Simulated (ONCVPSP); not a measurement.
# Pseudopotential generation for boron (B): ONCV, PBEsol, fully relativistic.

ONCVPSP 4.0.1 input, shortened (lines: element, Z, core and valence counts, functional; n l f; lmax; l rc ep ncon nbas qcut; lloc lpopt rc5 dvloc0; l nproj debl; icmod fcfact rcfact), PBEsol, fully relativistic:

```
  B 5.00    1    2  -116133      upf
    1    0    2.00
    2    0    2.00
    2    1    1.00
    1
    0    1.60    0.00    4    7    4.30
    1    2.15    0.00    4    7    5.20
    4    5    1.15    0.00
    0    2    3.50
    1    2    2.20
    3    5.50    1.60
```

Open shells are filled in proportion to 2j + 1.

* Cutoffs needed: 9.8 Ha and 38 Ha (the cutoffs (Ha) at which the residual kinetic energy of the hardest occupied pseudo-wave falls to 1 and 0.1 mHa per electron) The cutoffs count occupied waves only; projector 2 of the s channel, the hardest unoccupied one, needs 26 Ha at the loose tolerance.
* Ghost test: no bound ghost flagged; no localised positive-energy state flagged
* Largest excitation error: +62 meV (all-electron minus pseudo) for 2s1 2p0, out of 4 test configurations
* rms error of d²Exc/dni dnj: 6.66 mHa without and 4.18 mHa with the model core
